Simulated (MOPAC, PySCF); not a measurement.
H6BBrSi2, SMILES `[SiH3]B([SiH3])Br`, neutral singlet in the gas phase. 

Cartesian coordinates (Å):
SMILES: B(Br)([SiH3])[SiH3]
```xyz
10

Si     1.7640    -0.2757    -0.0449
B     -0.0105     0.6091    -0.3985
Si    -1.7650    -0.1017     0.2868
Br    -0.0195     2.2087    -1.4349
H      1.6146    -1.7494     0.1013
H      2.7747     0.0172    -1.0944
H      2.2529     0.2634     1.2572
H     -1.6007    -0.6847     1.6473
H     -2.1658    -1.2065    -0.6326
H     -2.8447     0.9196     0.3127
```
Charge 0, multiplicity 1.

All levels are single points at this geometry (PBE0-D3(BJ)/def2-TZVP); Pople sets use spherical d functions. Orbital energies aren't observables, and empty levels follow the basis.

| level | HOMO (eV) | LUMO (eV) | gap (eV) | dipole (D) | vertical IE, Delta-SCF (eV) |
|---|---|---|---|---|---|
| PBE-D3(BJ)/def2-TZVP in PySCF | -6.26 | -3.64 | 2.62 | 0.02 | – |
| PBE0-D3(BJ)/def2-TZVP in PySCF | -7.40 | -2.78 | 4.62 | 0.14 | – |
| B3LYP/6-311+G** (LANL2DZ on Br) in PySCF | -7.24 | -2.86 | 4.38 | 0.32 | – |
| B3LYP/6-31G* in PySCF | -7.12 | -2.72 | 4.40 | 0.24 | 9.21 |
| B3LYP/LANL2DZ in PySCF | -7.26 | -2.65 | 4.61 | 0.44 | – |
| BP86/6-31G* in PySCF | -6.28 | -3.54 | 2.74 | 0.12 | – |
| M06-2X/6-31G* in PySCF | -8.45 | -1.71 | 6.74 | 0.46 | – |
| PBE/6-31G* in PySCF | -6.17 | -3.47 | 2.70 | 0.10 | 8.93 |
| HF/3-21G in PySCF | -9.97 | 0.86 | 10.83 | 0.65 | – |
| HF/6-31G* in PySCF | -10.06 | 0.95 | 11.02 | 0.64 | 9.09 |
| HF/STO-3G in PySCF | -7.50 | 5.61 | 13.12 | 0.93 | – |
| AM1 in MOPAC | -9.79 | -0.58 | 9.22 | 1.19 | – |
| PM3 in MOPAC | -9.88 | -0.12 | 9.77 | 2.65 | – |
